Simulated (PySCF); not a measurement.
System: C3H6O, net charge 0, singlet state. SMILES: C=CCO
Coordinates optimised at B3LYP-D3(BJ)/def2-TZVP (Ansatz):
```
C
C 1 1.3271
H 2 1.0825 1 121.90
H 2 1.0847 3 116.79 1 179.46
H 1 1.0863 2 120.26 3 -1.03
C 1 1.4963 5 115.57 2 178.75
H 6 1.0922 1 110.53 5 60.03
H 6 1.0967 7 107.77 1 -120.37
O 6 1.4280 7 105.02 8 -118.62
H 9 0.9640 6 107.86 7 -175.79
```

Dispersion corrections to the total energy (kcal/mol) from the dftd3 and dftd4 libraries through PySCF: D3(BJ) without and D4 with the three-body term, each with the damping fitted for the functional named.

```
functional  D3(BJ)     D4
----------  ------  -----
revPBE       -9.84    ___
B2GP-PLYP    -1.92    ___
CAM-B3LYP    -2.63  -2.71
PBE0         -3.09  -2.74
BP86         -5.43    ___
B2PLYP       -2.74  -2.30
HSE06        -2.19  -2.51
```

### Question
Some entries are withheld; supply them.

### Answer

- revPBE, D4: -12.10
- B2GP-PLYP, D4: -1.35
- BP86, D4: -4.22
